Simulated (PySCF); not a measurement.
Match the calculated data to a structure.

All candidates are C3H11NSSi2.

| technique | computed result |
| --- | --- |
| Dipole | 1.88 D [CAM-B3LYP/def2-SVPD] |
| 13C NMR | chemical shifts (computed TMS as zero) by class: 149.5 (1 C), 119.7 (1 C), 20.0 (1 C) ppm [GIAO PBE0/pcSseg-1] |
| Triplet | lowest triplet excitation (Tamm–Dancoff): 3.67 eV [TDA CAM-B3LYP/def2-SVPD] |
| Polarisability | 121.8 au [CAM-B3LYP/def2-SVPD] |
| UV, first state | lowest singlet excitation: 5.34 eV (232 nm, f = 0.093) [TDDFT CAM-B3LYP/def2-SVPD] |
| 1H NMR | chemical shifts (computed TMS as zero) by class: 5.56 (1 H), 5.44 (1 H), 5.12 (2 H), 4.28 (2 H), 2.16 (3 H), -0.18 (2 H) ppm [GIAO PBE0/pcSseg-1] |
| NMR, other nuclei | isotropic shieldings of nuclei other than C and H, by class: 266 (1 N), 394 (1 Si), 422 (1 Si), 452 (1 S) ppm [GIAO PBE0/pcSseg-1] |
| Rotational structure | rotational constants A, B, C: 3.567, 0.597, 0.583 GHz [GFN2-xTB] |

The electronic properties come from PySCF, for the isolated species, density fitting. Levels stand in brackets. Isolated species at its GFN2-xTB geometry (one conformer only). NMR classes are plain means over equivalent atoms (diastereotopic ones count apart unless rotation or inversion swaps them), as if these changed places fast.

**Question.** Which candidate is it?
A. `CS[Si@@H]1CC[SiH2]N1`
B. `C=C([SiH2][SiH2]N)SC`
C. `CN1CC[SiH2]S[SiH2]1`
D. `CS[Si@@H]1NCC[SiH2]1`
E. `C=CC[Si@H](S)N[SiH3]`

**Answer.** B. It is `C=C([SiH2][SiH2]N)SC`. Numbering: `[CH2:1]=[C:2]([SiH2:3][SiH2:4][NH2:5])[S:6][CH3:7]`. Its formula, C3H11NSSi2, gives 1 degree of unsaturation: 0 rings and 1 π bond in the structure found. 3 carbons fall into 3 classes; from least to most shielded: fully substituted alkene carbon [C2] (149.5 ppm), terminal =CH2 carbon [C1] (119.7 ppm), S-methyl carbon [C7] (20.0 ppm). Hydrogen classes from least to most shielded: 1 H on a terminal =CH2 carbon, C1 (5.56 ppm), 1 H on a terminal =CH2 carbon, C1 (5.44 ppm), 2 H on an SiH2 silicon, Si4 (5.12 ppm), 2 H on an SiH2 silicon, Si3 (4.28 ppm), 3 H on an S-methyl carbon, C7 (2.16 ppm), 2 H on a silicon-bound nitrogen, N5 (-0.18 ppm). The other shieldings belong to: 266 ppm, silicon-bound nitrogen [N5]; 394 ppm, SiH2 silicon [Si4]; 422 ppm, SiH2 silicon [Si3]; 452 ppm, sulfide sulfur [S6]. The optimised geometry has point group C1 and is an asymmetric top.

The others, at the same levels:
- `CS[Si@@H]1NCC[SiH2]1` fails: its computed 13C shifts are 45.8 (1 C), 11.8 (1 C), 11.1 (1 C) ppm, 1H shifts are 5.62 (1 H), 3.76 (1 H), 3.70 (1 H), 3.61 (1 H), 3.02 (1 H), 1.89 (3 H), 1.22 (1 H), 1.20 (1 H), 1.15 (1 H) ppm and rotational constant A is 2.707 GHz (against 3.567 GHz).
- `CS[Si@@H]1CC[SiH2]N1` fails: its computed 13C shifts are 13.8 (1 C), 10.0 (1 C), 7.4 (1 C) ppm, 1H shifts are 5.53 (1 H), 4.98 (1 H), 4.96 (1 H), 2.12 (3 H), 1.27 (1 H), 1.22 (1 H), 1.04 (1 H), 0.91 (1 H), 0.39 (1 H) ppm and lowest singlet excitation is 5.60 eV (222 nm, f = 0.002) (against 5.34 eV).
- `C=CC[Si@H](S)N[SiH3]` fails: its computed 13C shifts are 142.1 (1 C), 121.4 (1 C), 26.0 (1 C) ppm, 1H shifts are 6.19 (1 H), 5.46 (1 H), 5.43 (1 H), 5.17 (1 H), 4.74 (3 H), 2.50 (1 H), 1.50 (1 H), 1.28 (1 H), -0.18 (1 H) ppm and lowest singlet excitation is 6.32 eV (196 nm, f = 0.008) (against 5.34 eV).
- `CN1CC[SiH2]S[SiH2]1` fails: its computed 13C shifts are 53.8 (1 C), 42.9 (1 C), 15.9 (1 C) ppm, 1H shifts are 5.40 (2 H), 4.92 (2 H), 3.16 (2 H), 2.68 (3 H), 1.18 (2 H) ppm and rotational constant A is 2.114 GHz (against 3.567 GHz).

Each candidate is one conformer, not necessarily the lowest. Dipoles, sizes and rotational constants follow the conformer. The torsions of the flexible species, by atom-mapped SMILES:
- `[CH2:1]=[C:2]([SiH2:3][SiH2:4][NH2:5])[S:6][CH3:7]`: C1–C2–Si3–Si4 68°, C2–Si3–Si4–N5 -145°, C1–C2–S6–C7 -1°, H–N5–Si4–Si3 -173°, H–N5–Si4–Si3 48°
- `[CH2:1]=[CH:2][CH2:3][Si@H:4]([SH:5])[NH:6][SiH3:7]`: C1–C2–C3–Si4 -102°, C2–C3–Si4–S5 57°, C3–Si4–N6–Si7 -56°, H–S5–Si4–C3 -21°

The conformers of `CS[Si@@H]1NCC[SiH2]1`, `CS[Si@@H]1CC[SiH2]N1` and `CN1CC[SiH2]S[SiH2]1` aren't listed.
